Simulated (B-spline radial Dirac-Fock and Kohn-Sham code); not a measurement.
## Dipole and non-dipole photoemission parameters of Ti³⁺ 2p1/2

System: Ti³⁺ in the configuration [Ar] 3d1; threshold 507.6 eV (orbital energy of the model). The computed values come from an atomic code on a B-spline grid: Dirac-Hartree-Slater photoionisation with a Latter tail; cross sections with all multipoles, angular parameters from the dipole term and its interference with E2.

Input of the calculation (task.json; shells as n, l, electrons):

```json
{"items": [{
  "Z": 22,
  "q": 3,
  "cfg": [[1, 0, 2], [2, 0, 2], [2, 1, 6], [3, 0, 2], [3, 1, 6], [3, 2, 1]],
  "A": 48,
  "rrms": 3.5921,
  "do": "xps",
  "hv": [68.9, 80, 91.3, 100, 101.0, 105.0, 121.0, 200, 270.0, 300, 340.0, 541.0, 593.0, 718.0, 782.0, 1000, 1030.0, 1210.0, 1470.0, 1486.9, 2010.0, 2170.0, 3090.0, 3420.0, 4000, 4160.0, 6150.0, 8047.8, 8520.0, 11100.0]
}]}
```

Run with: `python xray2_run.py task.json out`

For linearly polarised light dσ/dΩ = σ/(4π) [1 + β P₂(cos θ) + (δ + γ cos²θ) sin θ cos φ], with θ from the polarisation vector and φ the angle between the beam and the projection of the electron momentum on the plane normal to the polarisation.

```
hν (eV)  σ (kb)      β       γ      δ
    541     506  1.014  -0.091  0.007
    593     420  1.224  -0.059  0.011
    718     263  1.402   0.036  0.016
    782       ?      ?       ?      ?
   1000     111  1.464   0.222  0.022
   1030     103  1.463   0.239  0.023
   1210    66.0  1.446   0.332  0.027
   1470    37.9  1.407   0.444  0.033
 1486.9    36.7  1.404   0.451  0.033
   2010    15.1  1.309   0.617  0.047
   2170    11.9  1.281   0.657  0.051
   3090    3.98  1.132   0.837  0.076
   3420    2.88  1.086   0.884  0.086
   4000    1.73  1.012   0.955  0.102
   4160    1.52  0.994   0.973  0.106
   6150   0.413  0.809   1.135  0.159
 8047.8   0.164  0.687   1.238  0.205
   8520   0.134  0.662   1.260  0.216
  11100  0.0527  0.552   1.356  0.272
```

Question: Give the values at 782 eV.

Answer: σ = 213 kb, β = 1.435, γ = 0.083, δ = 0.018.
